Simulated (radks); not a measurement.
The numbers below are computed, except where a source is named.
Problem. The praseodymium ion Pr46+, 13 electrons, occupied as [Ne] 3s2 4s1 (not the ground configuration). Code: a radial shooting solver on a logarithmic mesh with Libxc functionals. Model: scalar-relativistic Kohn-Sham, PBE, spin-polarised, spherical densities, finite nucleus; open shells are filled with parallel spins first (spin-orbit coupling, left out, can overturn this in heavy ions); Fermi nuclear charge, rms radius 4.8919 fm. Some entries of the table are withheld. Estimate them.

| orbital | occ. | eigenvalue (hartree) | <1/r> (bohr^-1) | <r> (bohr) |
|---|---|---|---|---|
| 1s up | 1 | -1654.734 | 64.71 | 0.02408 |
| 1s down | 1 | -1654.691 | 64.71 | 0.02408 |
| 2s up | 1 | -358.7152 | 15.18 | 0.1014 |
| 2s down | 1 | -358.6716 | 15.18 | 0.1014 |
| 2p up | 3 | -333.9808 | 14.32 | (1) |
| 2p down | 3 | -333.9407 | 14.32 | (2) |
| 3s up | 1 | -144.7617 | 6.209 | 0.2438 |
| 3s down | 1 | -144.6518 | 6.211 | 0.2437 |
| 4s up | 1 | -77.53749 | 3.329 | 0.4516 |
| 4s down | 0 | -77.09832 | 3.339 | 0.4508 |

Solution. 
(1) 2p up <r> (bohr): 0.08883
(2) 2p down <r> (bohr): 0.08883
